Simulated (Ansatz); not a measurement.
Ansatz (an electronic-structure program) input (RI-MP2/def2-QZVPPD):
A basis named .json is the Basis Set Exchange file of that set.

Ansatz 0.2 input:
```yaml
crystal:
  periodic: [false, false, false]
  atoms:
    - {symbol: Sn, position_ang: [0.01114602, -0.00128202, 0.95658782]}
    - {symbol: Br, position_ang: [0.97803194, 1.68007376, -0.69251525]}
    - {symbol: Br, position_ang: [-0.99395483, -1.67824230, -0.67403877]}
basis:
  gaussian:
    orbitals: def2-QZVPPD.json
    fitting: {mean_field: def2-universal-jkfit, correlation: def2-QZVPPD-RIFIT.json}
total_charge: -1
magnetization: {spin_polarized: true, initial_magnetization: 1}
correlation: {method: mp2, electrons: outside_noble_gas}
```

End of the output:

```
integrals: 0.60 GiB planned
750 factors; integrals over basis functions are off by at most 1.3e0 eV
920 factors; integrals over basis functions are off by at most 1.3e1 eV
mean field: 1.75 GiB planned
mean field evaluation 1: about -145810.2567 eV, gradient 1.2e1 eV
mean field evaluation 2: about -145810.8813 eV, gradient 8.6e0 eV
mean field evaluation 4: about -145811.1642 eV, gradient 7.4e-1 eV
mean field evaluation 8: about -145811.1822 eV, gradient 1.5e-6 eV
mean field -145811.18224853 eV, -5358.4621132644 hartree, gradient 1.5e-6 eV, S^2 0.772932; 0 other end points of the search recorded, 0 dependent functions left out
37 core orbitals not correlated
reference -145811.18224853 eV, -5358.4621132644 hartree; 10, 9 occupied and 237, 238 virtual orbitals, 920 factors
second order -12.11710624 eV of doubles, -0.00000000 eV of singles
Total energy: -145823.29935477 eV, -5358.9074087055 hartree
```

This state (charge -1, doublet) is run at the relaxed geometry of the species with charge 0 and multiplicity 1.
